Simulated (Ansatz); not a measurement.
Cost and result for the atomization energy of C$_{3}$H$_{11}$NO$_{3}$Sn, SMILES `C[O][Sn]([NH2])([O]C)[O]C` (19 atoms, 18 bonds).

```xyz
19

C     0.945   -0.734    2.143
O    -0.274   -0.570    1.454
Sn   -0.289    0.092   -0.384
N    -2.163   -0.224   -1.017
O     0.376    1.923   -0.467
C    -0.137    2.889    0.422
O     1.012   -0.853   -1.473
C     0.753   -2.181   -1.875
H     0.729   -1.216    3.100
H     1.436    0.225    2.349
H     1.654   -1.366    1.595
H    -2.532    0.519   -1.596
H    -2.802   -0.380   -0.247
H     0.403    3.823    0.250
H    -1.206    3.084    0.259
H    -0.001    2.608    1.474
H     1.483   -2.445   -2.644
H    -0.251   -2.305   -2.299
H     0.864   -2.889   -1.044
```

The species carries charge 0 and has multiplicity 1. Correlated methods include outer-core shells of Sn, which these sets cover unevenly. Sn: def2 effective core potential. Geometry: relaxed with PBE0-D4/def2-TZVP. It is one conformer, not always the lowest. Program: Ansatz. All runs use 4 threads of an AMD EPYC 7R13 on a shared host and a share of an NVIDIA H100 80 GB. Times are those of one run each, without the atoms' runs, and a repeat can differ threefold. Electronic energies, without spin–orbit coupling; frozen cores. CCSD(T)/CBS adds CCSD(T) − MP2 in def2-TZVPP to the MP2 limit, and its time is that of the two runs behind it. T1 = 0.014. With those shells the extrapolation isn't a true limit.

CCSD(T)/CBS is a level of theory with its own doubt, some kJ/mol a heavy atom from the limit and from the frozen cores, so smaller differences don't rank the functionals.

| level | functions | wall time |
| --- | --- | --- |
| BHLYP-D4/def2-TZVPP | 421 | 6.5 s |
| r2SCAN-D4/def2-TZVPP (with forces) | 421 | 8 s |
| revPBE-D4/def2-TZVPP | 421 | 8.5 s |
| CCSD(T)/def2-SVP | 179 | 9 s |
| BLYP-D4/def2-TZVPP | 421 | 9.1 s |
| LDA (SPW92)/def2-TZVPP | 421 | 9.5 s |
| PBE-QIDH/def2-TZVPP | 421 | 9.6 s |
| PBE0-D4/def2-TZVPP | 421 | 12 s |
| B2PLYP/def2-TZVPP | 421 | 12 s |
| ωB97X-V/def2-TZVPP | 421 | 14 s |
| MP2/def2-QZVPP | 811 | 17 s |
| CCSD(T)/def2-TZVPP | 421 | 28 s |
| CCSD(T)/CBS(def2) | – | 45 s |

(1) What atomization energy does each give, and how far from CCSD(T)/CBS? (Estimate.)

Answers

(1) The calculation gave: 
| level | atomization (kcal/mol) | difference from CCSD(T)/CBS | per bond |
| --- | --- | --- | --- |
| BHLYP-D4/def2-TZVPP | 1593.7 | -73.1 | -4.1 |
| r2SCAN-D4/def2-TZVPP (with forces) | 1655.8 | -11.0 | -0.6 |
| revPBE-D4/def2-TZVPP | 1645.8 | -21.0 | -1.2 |
| CCSD(T)/def2-SVP | 1551.5 | -115.3 | -6.4 |
| BLYP-D4/def2-TZVPP | 1660.6 | -6.2 | -0.3 |
| LDA (SPW92)/def2-TZVPP | 1917.5 | 250.7 | 13.9 |
| PBE-QIDH/def2-TZVPP | 1636.0 | -30.8 | -1.7 |
| PBE0-D4/def2-TZVPP | 1650.9 | -15.9 | -0.9 |
| B2PLYP/def2-TZVPP | 1637.5 | -29.3 | -1.6 |
| ωB97X-V/def2-TZVPP | 1663.3 | -3.5 | -0.2 |
| MP2/def2-QZVPP | 1672.8 | 6.0 | 0.3 |
| CCSD(T)/def2-TZVPP | 1615.4 | -51.4 | -2.9 |
| CCSD(T)/CBS(def2) | 1666.8 | 0.0 | 0.0 |

The D4 term adds +16.0 kcal/mol with B3LYP and +8.7 kcal/mol with PBE0; it sums over pairs of atoms, weighted by their polarisabilities, and B3LYP, whose exchange is more repulsive, gets the larger term. From r2SCAN to r2SCAN0 (25 % exact exchange), in def2-TZVPP and without D4, the atomization energy moves by −35.9 kcal/mol: exact exchange takes away binding that semilocal exchange gives to molecules. Leaving LDA and LC-ωPBE aside and taking each functional with its dispersion term where it has one, the values, not all of them listed here, spread over 99.3 kcal/mol, from BHLYP-D4 to PBE-D4. LDA lies +234.6 kcal/mol from PBE without D4, its usual overbinding.

B3LYP here is the variant with VWN-RPA as its local correlation; programs differ in this.

Spin–orbit coupling would lower the free Sn atoms strongly, and the atomization energy with them, by more than many differences here. For some Ge, Se and Sn compounds the MP2-based and the directly extrapolated limit differ by 10 to 25 kJ/mol.
